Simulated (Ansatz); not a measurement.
A nudged elastic band was laid between two geometries of ClF3H3OW (9 atoms, charge 0, multiplicity 2).

Method: Ansatz, UKS PBE/def2-SVP.

- movable images: 9
- climbing image: yes
- spring: 0.5 eV/Å²
- optimiser: quadratic models (default)
- start path: through a guess of the saddle point
- force threshold: 0.03 eV/Å
- iteration limit: 60
- end points: relaxed

First end point:

```xyz
9
Properties=species:S:1:pos:R:3
W 0.008 -0.254 0.596
H -0.343 -1.750 1.489
F 1.861 -0.037 0.514
Cl -0.307 2.143 0.646
F -1.824 -0.429 0.233
F 0.331 -1.704 -0.593
H -0.096 0.591 -0.984
O -0.054 0.116 2.483
H -0.090 1.062 2.763
```

Last end point:

```xyz
9
Properties=species:S:1:pos:R:3
W -0.071 0.082 0.026
H -0.140 0.308 2.983
F 1.738 0.306 0.409
Cl -0.489 2.323 0.557
F -1.885 -0.276 -0.094
F 0.269 -1.798 -0.139
H 0.133 0.413 -1.628
O -0.257 -0.414 2.335
H 0.189 -1.205 2.698
```

(1) Which bonds break or form, and what moves?

(2) What energy profile does the band end with?

(3) What is the geometry of the highest image?

The band took 47 iterations and of the order of 50 core-minutes.

Answers

(1) Bonds broken: W1–H2. Bonds formed: H2–O8.

(2) The run converged. The highest image is number 1 of 0 to 10, 6.9 kcal/mol above the first end and 49.8 kcal/mol above the last; the last end lies 42.9 kcal/mol below the first. The profile has 2 maxima (images 1, 7) with wells between them (image 4): this band takes more than one step, which may be the mechanism or a detour left from its start path. Neighbouring images differ by up to 1.5 eV, so the band resolves the path poorly. Another band between the same ends (9 images) ends at a top of the same energy, where a vibrational analysis finds 1 clearly imaginary mode.

```tsv
image	path coordinate (Å)	energy (kcal/mol)	W1–H2 (Å)	H2–O8 (Å)
0	0.00	0.0	1.78	2.13
1	1.55	6.9	1.85	1.76
2	2.36	-26.9	2.32	1.01
3	3.17	-40.6	2.85	0.98
4	3.98	-42.7	2.81	0.98
5	4.79	-42.2	2.96	0.98
6	5.60	-42.1	2.97	0.98
7	6.41	-41.9	3.02	0.98
8	7.22	-42.4	2.95	0.98
9	8.03	-42.9	2.91	0.98
10	8.83	-42.9	2.97	0.98
```

(3) 
```xyz
9
Properties=species:S:1:pos:R:3:forces:R:3
W 0.130 -0.076 0.423 0.00 -0.01 0.03
H 0.042 -1.366 1.747 0.00 -0.01 -0.02
F 1.997 -0.160 0.438 0.00 0.00 0.00
Cl 0.252 2.256 0.375 0.00 0.00 0.00
F -1.733 -0.387 0.664 0.00 0.00 0.00
F 0.257 -1.630 -0.640 0.00 0.00 0.00
H -0.582 0.410 -1.053 0.00 0.00 0.00
O 0.010 0.268 2.410 0.00 0.02 -0.01
H -0.886 0.423 2.783 0.00 0.00 0.00
```

Time of the run: 14 min on 4 threads of Intel(R) Xeon(R) Platinum 8488C (Sapphire Rapids) (shared host), peak memory 0.35 GiB.
